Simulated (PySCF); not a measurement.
Compound: NbSe(NH2)3 (singlet state).
Structure used (PBE0-D3(BJ)/def2-SVP), in Å, numbered top down from 1:
```
atom  x, y, z in Å
Nb1    0.0622    0.0434    0.4338
Se2    0.3464    0.3027    2.6976
N3     1.8000   -0.0615   -0.4742
H4     1.9929    0.3453   -1.3867
H5     2.6720   -0.3313   -0.0247
N6    -0.9349    1.5589   -0.3172
H7    -0.9943    2.4773    0.1173
H8    -1.6335    1.4822   -1.0530
N9    -0.9367   -1.6025    0.0506
H10   -0.7420   -2.2200   -0.7345
H11   -1.5340   -2.0801    0.7220
```

Level of theory: PySCF, PBE0-D3(BJ)/def2-SVP geometry optimisation, gas phase, def2 core potentials past Kr.

Q: Which atoms are bound to Nb1, and at what distances?

A: 4 atoms: N9 1.963 Å, N6 1.963 Å, N3 1.963 Å, Se2 2.296 Å. The nearest atom not counted as bound is H4, at 2.67 Å (others tie with it).

Q: List the angles at Nb1.

A: 
| angle | degrees | distance of the outer atoms (Å) |
| --- | --- | --- |
| Se2–Nb1–N6 | 110.7 | 3.51 |
| Se2–Nb1–N3 | 110.6 | 3.51 |
| Se2–Nb1–N9 | 110.5 | 3.50 |
| N3–Nb1–N9 | 108.4 | 3.18 |
| N6–Nb1–N9 | 108.3 | 3.18 |
| N3–Nb1–N6 | 108.3 | 3.18 |

Q: What is the shape at Nb1?

A: Tetrahedral: angles from 108.3° to 110.7°; τ4 = (360° − α − β)/141° = 0.98 with α and β the two widest (0 for a square, 1 for a tetrahedron).

Q: What are the other bond lengths?

A: N3–H4 and 5 like bonds 1.018 Å.

Q: What are the rotational constants (commonest isotopes, rigid rotor)?

A: A = 2838, B = 1158, C = 1158 MHz: a prolate symmetric top.

Point group: C3 (tolerance 0.08 Å). Charge 0, singlet. Whether it is a minimum is left open (no frequencies).

Hardware: one thread of an Arm Neoverse V1, no GPU (shared host). Cost: 4.6 min wall, 0.55 GiB resident at most. These figures are those of the optimisation.
